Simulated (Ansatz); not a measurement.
Consider the redistribution: `C[CH2][Mg][NH2]` + `F[Si]S` → `[NH2][Mg][F]` + `CC[Si]S`.

Computed with Ansatz on PBE0-D4/def2-TZVP structures; ΔE is electronic, products minus reactants. CBS: MP2 limit from def2 TZ/QZ plus the TZ coupled-cluster correction, frozen cores. This one scheme is used for every species. Functionals use def2-TZVPP. For Mg outer-core shells are correlated without core-valence functions, which leaves a few kJ/mol of doubt a bond. Each species was taken in one conformer, which may not be the lowest.

`C[CH2][Mg][NH2]`:

Cartesian coordinates in Å:
```
C -1.888 0.381 0.001
C -0.801 -0.480 0.649
Mg 1.160 -0.198 -0.037
N 2.933 0.052 -0.652
H -1.954 0.216 -1.079
H -2.886 0.178 0.410
H -1.704 1.450 0.143
H -1.050 -1.542 0.524
H -0.803 -0.320 1.734
H 3.382 -0.440 -1.410
H 3.611 0.703 -0.284
```

`F[Si]S`:

Cartesian coordinates in Å:
```
F -1.398 0.692 0.186
Si -0.398 -0.066 1.204
S 1.189 -0.590 -0.155
H 0.607 -0.036 -1.234
```

`[NH2][Mg][F]`:

```xyz
5

N     0.453   -0.280    0.679
Mg   -0.531    0.328   -0.798
F    -1.451    0.897   -2.180
H     1.123    0.254    1.211
H     0.407   -1.200    1.089
```

`CC[Si]S`:

```xyz
10

C    -1.420    0.081   -0.535
C     0.024    0.171   -0.056
Si    0.675   -1.446    0.723
S     2.652   -0.824    1.239
H    -1.760    1.019   -0.981
H    -2.100   -0.156    0.288
H    -1.544   -0.703   -1.287
H     0.696    0.432   -0.884
H     0.142    0.972    0.685
H     2.635    0.454    0.808
```

| level | ΔE (kJ/mol) |
| --- | --- |
| r2SCANh-D4 | -43.4 |
| B2PLYP | -36.4 |
| CAM-B3LYP | -33.2 |
| SCS-MP2/def2-QZVPP | -43.1 |

What does CCSD(T)/CBS give? (An estimate is asked.)

Computed: -40.3 kJ/mol. The listed levels differ from it by -3.1, 3.9, 7.1, -2.8 kJ/mol.

Largest T1 diagnostic among the species: 0.015.

At CCSD(T), def2-SVP lies −24.9 kJ/mol from the extrapolated value and def2-TZVPP +1.8 kJ/mol. Leaving LDA and LC-ωPBE aside and taking each functional with its dispersion term where it has one, the values, not all of them listed here, spread over 11.1 kJ/mol, from revPBE-D4 to ωB97M-V. From BLYP to BHLYP (50 % exact exchange), in def2-TZVPP and without D4, ΔE moves by −8.0 kJ/mol.
